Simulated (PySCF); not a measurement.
3-methylthioanisole, C8H10S.
Structure used (PBE0-D3(BJ)/def2-SVP), in Å, numbered top down from 1:
```
atom  x, y, z in Å
C1     3.6411   -0.6170   -0.4831
S2     2.1722   -1.5977   -0.1514
C3     0.8797   -0.3998   -0.1211
C4     1.0603    0.9730   -0.3107
C5    -0.0447    1.8245   -0.2651
C6    -1.3214    1.3284   -0.0329
C7    -1.5194   -0.0472    0.1613
C8    -2.8941   -0.5890    0.4288
C9    -0.4137   -0.8939    0.1129
H10    3.8379    0.1103    0.3182
H11    3.5774   -0.1005   -1.4521
H12    4.4741   -1.3320   -0.5207
H13    2.0503    1.3903   -0.4951
H14    0.1027    2.8968   -0.4165
H15   -2.1762    2.0088   -0.0016
H16   -3.6162   -0.2334   -0.3222
H17   -2.9057   -1.6877    0.4185
H18   -3.2633   -0.2590    1.4134
H19   -0.5543   -1.9689    0.2594
```

Theory: PySCF, TDDFT wB97X-D/def2-SVPD, vertical, gas phase, core orbitals frozen in the response.

Task: Predict the UV-vis stick spectrum at this level.

Result: 

| state | E (eV) | ν̃ (cm⁻¹) | f | \|μ\| (D) | main configurations (H = HOMO, L = LUMO) |
| --- | --- | --- | --- | --- | --- |
| S1 | 4.95 | 39920 | 0.012 | 0.80 | H→L+1 (63%), H-1→L (19%), H→L (14%) |
| S2 | 5.29 | 42690 | 0.234 | 3.42 | H→L (79%), H→L+1 (11%) |
| S3 | 5.52 | 44520 | 0.0002 | 0.09 | H→L+2 (61%), H→L+3 (10%) |
| S4 | 6.15 | 49630 | 0.012 | 0.72 | H→L+3 (48%), H→L+2 (20%), H→L+5 (17%) |
| S5 | 6.24 | 50350 | 0.184 | 2.79 | H-1→L (65%), H→L+1 (24%) |
| S6 | 6.50 | 52460 | 0.0096 | 0.62 | H→L+4 (76%), H→L+3 (8%) |
| S7 | 6.51 | 52520 | 0.451 | 4.27 | H-1→L+1 (80%), H-2→L (9%) |
| S8 | 7.11 | 57350 | 0.0012 | 0.21 | H→L+8 (26%), H→L+5 (19%), H→L+3 (18%) |
| S9 | 7.20 | 58080 | 0.073 | 1.63 | H→L+7 (88%) |
| S10 | 7.24 | 58390 | 0.0013 | 0.22 | H→L+8 (52%), H→L+5 (11%) |

Triplets, Tamm–Dancoff:

```
state  E (eV)  λ (nm)  main configurations (H = HOMO, L = LUMO)
   T1    3.84   323.3      H→L (70%), H-1→L+1 (14%), H-2→L (8%)
   T2    4.38   283.4                               H→L+1 (79%)
   T3    4.61   268.9     H-1→L+1 (67%), H-1→L (14%), H→L (13%)
   T4    5.05   245.4                H-1→L (80%), H-1→L+1 (12%)
```

The lowest singlet comes at 251 nm (478 kJ/mol) in the ultraviolet; it is weak; its leading configuration is HOMO→LUMO+1 (63%). The strongest level in the table is S7 at 6.51 eV (190 nm, f = 0.451). S6/S7 lie within about 0.01 eV of each other. Löwdin shares by element: HOMO sulfur 42%, carbon 32% or more (atoms not listed hold the other 26%); LUMO carbon 66% or more (atoms not listed hold the other 34%). Of the 10 states listed, 6 reach f = 0.01 and 1 stays under 0.0005. The listed states span 2.29 eV, and the widest gap between neighbours is 0.63 eV (S3 to S4). The oscillator strengths of these states sum to 0.979; summed over the whole spectrum of an exact calculation they would give the number of electrons, 74 (Thomas–Reiche–Kuhn). All these states lie below the vertical ionisation energy of 7.82 eV (ΔSCF). Singlets were solved by full linear response, triplets in the Tamm–Dancoff approximation.

One conformer stands for the species.
